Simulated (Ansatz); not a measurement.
Ideal-gas functions of `[O][Si](O)(Cl)Cl` radical at 298.15 K and 1 bar, from an Ansatz frequency run at PBE0-D4/def2-TZVP.

Molar mass 132.0 g/mol, point group C1 (symmetry number 1), electronic degeneracy 2, moments of inertia 160.516, 260.259, 301.372 u Å². Harmonic wavenumbers (cm⁻¹, unscaled): 129, 183, 247, 262, 285, 319, 508, 614, 810, 888, 988, 3900.

Use S(trans) = R[1.5 ln M + 2.5 ln T − 1.1517]; rotational temperatures θ = 24.2544 K / I; S(rot) = R[ln(√π/σ · √(T³/θAθBθC)) + 1.5]; for each mode x = 1.438777 ν̃/T, S = R[x/(eˣ − 1) − ln(1 − e⁻ˣ)] and H = RT x/(eˣ − 1); 1 cm⁻¹ = 0.0119627 kJ/mol; R = 8.31446 J/(mol·K).

By hand: the entropy, in J/(mol·K).

Translation 169.8. Rotation: θ = 0.1511, 0.0932, 0.0805 K, giving 116.5. Vibration, mode by mode: 12.39, 9.61, 7.33, 6.90, 6.29, 5.50, 2.67, 1.78, 0.83, 0.61, 0.41, 0.00, in all 54.3. Electronic 5.8. Sum 346.4 J/(mol·K).

By hand: H − E and G − E in kJ/mol, counted from the electronic energy.

Zero-point energy ½ × 9133 × 0.0119627 = 54.6; thermal vibration 9.5; translation, rotation and pV give 4 RT = 9.9. H − E = 74.0 kJ/mol, and G − E = 74.0 − 298.15 × 346.4/1000 = -29.3 kJ/mol.

Vibration gives 16 % of the entropy, 12.4 J/(mol·K) of it from the mode under 150 cm⁻¹: soft modes count most, and the harmonic formula is weakest for them. The sum counts one conformer and one mirror image; others add a mixing term.
